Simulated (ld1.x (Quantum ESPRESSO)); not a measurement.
# iodine: one change to a PAW potential, before and after

I (Z = 53), PAW, made with ld1.x (Quantum ESPRESSO) 7.5 (PBE, scalar-relativistic). Core [Kr], reference 4d10 5s2 5p5. Waves: 5s (bound): rcut 1.55, rcutus 1.75 bohr; 5s channel at 1.7 Ry: rcut 1.55, rcutus 1.75 bohr; 5p (bound): rcut 1.60, rcutus 1.80 bohr; 5p channel at -0.15 Ry: rcut 1.60, rcutus 1.80 bohr; 4d (bound): rcut 1.25, rcutus 1.50 bohr; 4d channel at -3.3 Ry: rcut 1.25, rcutus 1.50 bohr. Local part: all-electron potential smoothed inside 1.65 bohr (lloc = -1). Core correction: Bessel-smoothed model core inside 1.35 bohr. Augmentation charge: PSQ, inside the norm-conserving radii.

Change: core correction Bessel-smoothed model core inside 1.74 bohr.

Cutoffs: the cutoffs (Ry, on a coarse ladder) from which the occupation-weighted sum of valence levels, in a spherical-Bessel basis at the reference potential, stays within 10 and 1 mRy of its value at 400 Ry; they do not see the model core or the augmentation charge, which bear on the density cutoff. Errors are all-electron minus pseudo energies relative to the spin-unpolarised reference configuration.

**Question.** How do hardness, ghosts and transferability respond?

**Answer.** The potential gets neither clearly harder nor softer (70 Ry and 110 Ry → 70 Ry and 110 Ry); the errors of the 7 common tests hardly move; neither file shows a bound ghost. A wider model core is smoother and lowers the density cutoff, which this test does not measure.

```tsv
quantity	base	changed
cutoff, loose	70 Ry	70 Ry
cutoff, tight	110 Ry	110 Ry
bound ghosts	none	none
error for 4d10 5s2 5p4, meV [ΔE 11.13 eV]	-3.1	-3.1
error for 4d10 5s2 5p3, meV [ΔE 30.98 eV]	-8.6	-8.7
error for 4d10 5s2 5p2, meV [ΔE 60.31 eV]	-18	-19
error for 4d10 5s2 5p1, meV [ΔE 99.73 eV]	-35	-36
error for 4d10 5s1 5p5, meV [ΔE 22.11 eV]	-4.4	-4.5
error for 4d9 5s2 5p6, meV [ΔE 45.86 eV]	-144	-140
error for 4d10 5s2 5p4.5, meV [ΔE 4.53 eV]	-1.2	-1.2
s: phases at 1.96 bohr within 0.05 rad from the reference energy up to (Ry; the scan ends near 5)	1.8	1.8
p: phases at 1.96 bohr within 0.05 rad from the reference energy up to (Ry; the scan ends near 5)	0.6	0.6
d: phases at 1.96 bohr within 0.05 rad from the reference energy up to (Ry; the scan ends near 5)	to the end of the scan	to the end of the scan
lowest overlap eigenvalue by channel	s 0.45, p 0.57, d 1.00	s 0.45, p 0.57, d 1.00
```
